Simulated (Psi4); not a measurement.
Input for Psi4:
```
memory 2 GB

molecule {
1 2
  O    -0.04383216    1.02148558    0.01469068
  H    -0.96672120    1.40203158    0.00503415
  Cl    0.07749285   -0.56317154   -0.00720939
}

set basis 6-311g**
set reference uks
set scf_type pk
set puream true
set d_convergence 1e-8
set dft_radial_points 99
set dft_spherical_points 590

energy('wb97m-v')
print_variables()
```

### Question
What is the computed total energy (WB97M-V/6-311G** (Psi4))?

### Answer
-535.5279 Eh

### Question
What is the computed nuclear repulsion energy (WB97M-V/6-311G**)?

### Answer
53.5617 Eh

### Question
Predict the number of basis functions from WB97M-V/6-311G**.

### Answer
50

### Question
Predict the <S^2> from WB97M-V/6-311G**.

### Answer
0.753

These values belong to the state on which the SCF converged, which isn't shown to be the lowest.
